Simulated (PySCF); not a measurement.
**Magnetisability: `B/C=C(/CC#C)C(B)=C`, C7H10B2**

Geometry:
```csv
atom,x (Å),y (Å),z (Å)
B1,-0.107,-2.370,-0.977
C2,-0.870,-1.073,-0.966
C3,-0.325,0.073,-0.466
C4,-1.119,1.357,-0.478
C5,-1.717,1.566,0.829
C6,-2.208,1.701,1.911
C7,1.019,0.058,0.096
B8,1.962,-1.171,-0.254
C9,1.443,1.062,0.877
H10,0.989,-2.336,-0.481
H11,-0.487,-3.378,-1.426
H12,-1.879,-1.000,-1.358
H13,-0.477,2.208,-0.722
H14,-1.919,1.298,-1.221
H15,-2.638,1.839,2.858
H16,2.569,-1.656,0.629
H17,2.484,-1.121,-1.310
H18,0.837,1.912,1.152
H19,2.434,1.041,1.300
```

The calculation used GIAO BHandHLYP/pcSseg-1 magnetisability, rotational g tensor and spin-rotation constants, non-relativistic, gas phase in PySCF. Geometry: GFN2-xTB.

Question: How diamagnetic is it, and how anisotropic?

Answer: Isotropic -1214 × 10⁻³⁰ J/T², or -73.1 × 10⁻⁶ cm³/mol; principal values -1610, -1085, -948 × 10⁻³⁰ J/T², anisotropy 605 × 10⁻³⁰ J/T² (root of half the summed squared differences of the principal values). The susceptibility is in cgs units.

Question: Split it along the inertial axes a, b, c into diamagnetic and paramagnetic parts about the centre of mass, with the quadrupole moment.

Answer: 
```csv
axis,χ (10⁻⁶ cm³/mol),diamagnetic (10⁻⁶ cm³/mol),paramagnetic (10⁻⁶ cm³/mol),summed x² of all electrons (Å²),quadrupole Θ (D Å)
a,-66.8,-597.6,530.9,215.0,-3.65
b,-60.7,-1066.6,1005.8,104.5,+2.21
c,-91.9,-1355.8,1263.9,36.4,+1.44
```
Anisotropies 2χaa − χbb − χcc = +19.1 and 2χbb − χaa − χcc = +37.2 × 10⁻⁶ cm³/mol. Θ is traceless in Buckingham's convention.

Question: And the rotational g tensor?

Answer: 
| axis | rotational constant (GHz) | g | nuclear part | electronic part |
| --- | --- | --- | --- | --- |
| a | 2.5595 | -0.0371 | 0.6013 | -0.6383 |
| b | 1.2492 | -0.0237 | 0.5667 | -0.5903 |
| c | 0.9635 | -0.0040 | 0.5681 | -0.5721 |

Asymmetric top; isotopes 11B, 12C, 1H; no vibrational averaging.
